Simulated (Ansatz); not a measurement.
Computed with Ansatz on PBE0-D4/def2-TZVP structures; ΔE is electronic, products minus reactants. CCSD(T)/CBS adds triple-zeta CCSD(T) − MP2 to the extrapolated MP2 energy (def2 sets, frozen cores). This one scheme is used for every species. DFT in def2-TZVPP. Elements past krypton have def2 core potentials. For Sn outer-core shells are correlated without core-valence functions, which leaves a few kJ/mol of doubt a bond. Each species was taken in one conformer, which may not be the lowest.

`[CH3][Sn][NH2]` + H–F → `[CH3][Sn][F]` + NH₃  (ligand exchange at the Sn–N bond)

```csv
species,r2SCANh-D4 energy (Eh)
`[CH3][Sn][NH2]`,-310.22532
H–F,-100.44149
`[CH3][Sn][F]`,-354.14484
NH₃,-56.54572
```

Q: Work out ΔE.

A: ΔE = (-354.14484) + (-56.54572) − (-310.22532) − (-100.44149) = -0.02375 Eh = -14.9 kcal/mol. CCSD(T)/CBS gives -13.3 kcal/mol.

Largest T1 diagnostic among the species: 0.016.

From BLYP to BHLYP (50 % exact exchange), in def2-TZVPP and without D4, ΔE moves by +1.0 kcal/mol. The D4 term adds +1.5 kcal/mol with B3LYP and +0.8 kcal/mol with PBE0; it sums over pairs of atoms, weighted by their polarisabilities, and B3LYP, whose exchange is more repulsive, gets the larger term.

B3LYP here is the variant with VWN-RPA as its local correlation; programs differ in this.
